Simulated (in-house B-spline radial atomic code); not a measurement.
Inner levels of lead as electrons are removed. A shift is the extra binding of the orbital against the neutral atom ([Xe] 4f14 5d10 6s2 6p2). Computed with a radial B-spline atomic code at the basis-set limit: non-relativistic Hartree-Fock, average of the configuration, point nuclei.

This level leaves out relativity, spin-orbit splitting included, which matters for heavy ions.

| ion | configuration | shift of 1s (eV) | shift of 4d (eV) | shift of 3d (eV) | radius of 1s (bohr) | radius of 4d (bohr) | radius of 3d (bohr) | Σ<r²> (bohr²) | change of density at nucleus (bohr⁻³) |
| --- | --- | --- | --- | --- | --- | --- | --- | --- | --- |
| Pb14+ | [Xe] 4f14 | 276.42 | 266.02 | 272.54 | 0.018457 | 0.43083 | 0.16195 | 15.119 | 70.424 |
| Pb15+ | [Kr] 4d10 4f14 5s2 5p5 | 307.85 | 294.69 | 302.37 | 0.018457 | 0.4303 | 0.16193 | 13.993 | 89.525 |
| Pb16+ | [Kr] 4d10 4f14 5s2 5p4 | 340.02 | 323.89 | 332.83 | 0.018457 | 0.42973 | 0.16192 | 12.912 | 109.24 |
| Pb17+ | [Kr] 4d10 4f14 5s2 5p3 | 372.91 | 353.6 | 363.89 | 0.018457 | 0.42914 | 0.1619 | 11.872 | 129.6 |
| Pb18+ | [Kr] 4d10 4f14 5s2 5p2 | 406.51 | 383.82 | 395.55 | 0.018457 | 0.42852 | 0.16188 | 10.871 | 150.6 |
| Pb19+ | [Kr] 4d10 4f14 5s2 5p1 | 440.82 | 414.53 | 427.81 | 0.018457 | 0.42787 | 0.16186 | 9.9062 | 172.22 |
| Pb20+ | [Kr] 4d10 4f14 5s2 | 475.83 | 445.73 | 460.66 | 0.018457 | 0.4272 | 0.16184 | 8.9756 | 194.51 |
| Pb21+ | [Kr] 4d10 4f13 5s2 | 528.39 | 492.16 | 514.92 | 0.018457 | 0.42414 | 0.16178 | 8.5764 | 244.51 |
| Pb22+ | [Kr] 4d10 4f13 5s1 | ? | ? | ? | ? | ? | ? | ? | ? |
| Pb23+ | [Kr] 4d10 4f13 | 602.68 | 558.57 | 585.15 | 0.018457 | 0.42259 | 0.16173 | 6.958 | -369.29 |
| Pb24+ | [Kr] 4d10 4f12 | 658.44 | 607.16 | 642.46 | 0.018457 | 0.41951 | 0.16167 | 6.6325 | -342.42 |
| Pb25+ | [Kr] 4d10 4f11 | 715.72 | 656.72 | 701.28 | 0.018457 | 0.41641 | 0.1616 | 6.3237 | -313.98 |
| Pb26+ | [Kr] 4d10 4f10 | ? | ? | ? | ? | ? | ? | ? | ? |
| Pb27+ | [Kr] 4d10 4f9 | ? | ? | ? | ? | ? | ? | ? | ? |
| Pb28+ | [Kr] 4d10 4f8 | 896.56 | 811.03 | 886.64 | 0.018457 | 0.40718 | 0.16134 | 5.4847 | -219.12 |
| Pb29+ | [Kr] 4d10 4f7 | 959.81 | 864.29 | 951.34 | 0.018457 | 0.40413 | 0.16124 | 5.2305 | -184.38 |
| Pb30+ | [Kr] 4d10 4f6 | 1024.51 | 918.45 | 1017.46 | 0.018457 | 0.40109 | 0.16113 | 4.9876 | -148.05 |
| Pb31+ | [Kr] 4d10 4f5 | 1090.68 | 973.49 | 1084.99 | 0.018457 | 0.39808 | 0.16101 | 4.7551 | -110.18 |
| Pb32+ | [Kr] 4d10 4f4 | 1158.3 | 1029.41 | 1153.92 | 0.018457 | 0.39509 | 0.16089 | 4.5324 | -70.758 |
| Pb33+ | [Kr] 4d10 4f3 | 1227.37 | 1086.19 | 1224.23 | 0.018457 | 0.39212 | 0.16076 | 4.3189 | -29.764 |
| Pb34+ | [Kr] 4d10 4f2 | 1297.87 | 1143.83 | 1295.91 | 0.018457 | 0.38918 | 0.16061 | 4.114 | 12.758 |
| Pb35+ | [Kr] 4d10 4f1 | 1369.8 | 1202.33 | 1368.95 | 0.018457 | 0.38627 | 0.16047 | 3.9171 | 56.823 |
| Pb36+ | [Kr] 4d10 | 1443.17 | 1261.67 | 1443.33 | 0.018457 | 0.38338 | 0.16031 | 3.7279 | 102.45 |

Task: Fill in the row of Pb22+.

Result: shift of 1s (eV): 565.21; shift of 4d (eV): 525.14; shift of 3d (eV): 549.76; radius of 1s (bohr): 0.018457; radius of 4d (bohr): 0.42338; radius of 3d (bohr): 0.16176; Σ<r²> (bohr²): 7.7545; change of density at nucleus (bohr⁻³): -55.324.

Task: Fill in the row of Pb26+.

Result: shift of 1s (eV): 774.51; shift of 4d (eV): 707.23; shift of 3d (eV): 761.6; radius of 1s (bohr): 0.018457; radius of 4d (bohr): 0.41333; radius of 3d (bohr): 0.16152; Σ<r²> (bohr²): 6.0303; change of density at nucleus (bohr⁻³): -283.93.

Task: Fill in the row of Pb27+.

Result: shift of 1s (eV): 834.79; shift of 4d (eV): 758.67; shift of 3d (eV): 823.39; radius of 1s (bohr): 0.018457; radius of 4d (bohr): 0.41025; radius of 3d (bohr): 0.16143; Σ<r²> (bohr²): 5.751; change of density at nucleus (bohr⁻³): -252.32.
